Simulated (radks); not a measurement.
Results of a calculation; reference values are marked as such.
Question: Isoelectronic series with 12 electrons, each ion in its NIST ground configuration. Level of theory: non-relativistic Kohn-Sham, PBEsol, spin-polarised, spherical densities, point nucleus (a radial shooting solver on a logarithmic mesh with Libxc functionals). Total energies (hartree) and mean radii <r> (bohr):

| ion | configuration | E (hartree) | 3s | 2p | 2s | 1s |
|---|---|---|---|---|---|---|
| Mg | [Ne] 3s2 | -199.51737 | 3.158 | 0.6901 | 0.7001 | 0.1311 |
| Al+ | [Ne] 3s2 | -241.52747 | 2.382 | 0.6037 | 0.6286 | 0.1207 |
| Si2+ | [Ne] 3s2 | -287.79639 | 1.956 | 0.5370 | 0.5699 | 0.1118 |
| P3+ | [Ne] 3s2 | -338.31007 | 1.675 | 0.4838 | 0.5209 | 0.1041 |
| S4+ | [Ne] 3s2 | -393.06130 | 1.471 | 0.4404 | 0.4796 | 0.09739 |
| Cl5+ | [Ne] 3s2 | -452.04582 | 1.315 | 0.4042 | 0.4443 | 0.09149 |
| Ar6+ | [Ne] 3s2 | -515.26089 | 1.190 | 0.3736 | 0.4138 | 0.08626 |
| K7+ | [Ne] 3s2 | -582.70464 | 1.089 | 0.3473 | 0.3872 | 0.08160 |
| Ca8+ | [Ne] 3s2 | -654.37573 | 1.004 | 0.3245 | 0.3638 | 0.07741 |
| Sc9+ | [Ne] 3s2 | -730.27319 | 0.9317 | 0.3046 | 0.3430 | 0.07363 |
| Ti10+ | [Ne] 3s2 | -810.39628 | 0.8695 | 0.2870 | 0.3245 | 0.07020 |

Estimate the row of V11+ ([Ne] 3s2).

Answer: E (hartree) -894.74442; 3s 0.8153; 2p 0.2713; 2s 0.3079; 1s 0.06707.
